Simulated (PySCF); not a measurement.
Computed shifts of a molecule C₃H₅FOSi, PBE0/pcSseg-1 in PySCF, GIAO, gas phase, atoms alike by connectivity averaged where their shifts nearly agree, in ppm (number of nuclei): ¹³C: 105.6 (1), 90.2 (1), 76.6 (1). ²⁹Si: -33.9 (1). ¹⁹F: -316.2 (1). ¹H: 5.29 (1), 4.87 (2), 2.72 (1), 1.28 (1). References: ¹³C against TMS (σ = 186.3 ppm); ²⁹Si against TMS (σ = 352.7 ppm); ¹⁷O against H2O (σ = 334.2 ppm); ¹⁹F against CFCl3 (σ = 167.2 ppm); ¹H against TMS (σ = 31.56 ppm), references at their B3LYP-D3(BJ)/def2-TZVP geometries, non-relativistic. Geometry: PBE0-D3(BJ)/def2-SVP. One conformer was computed; it need not be the lowest.

### Question
Pick the molecule that these values belong to.
(A) C#C[Si@H](O)CF
(B) FC1=CCO[SiH2]1
(C) C=CC(=O)[SiH2]F
(D) C#CC[Si@H](O)F

### Answer
A, C#C[Si@H](O)CF
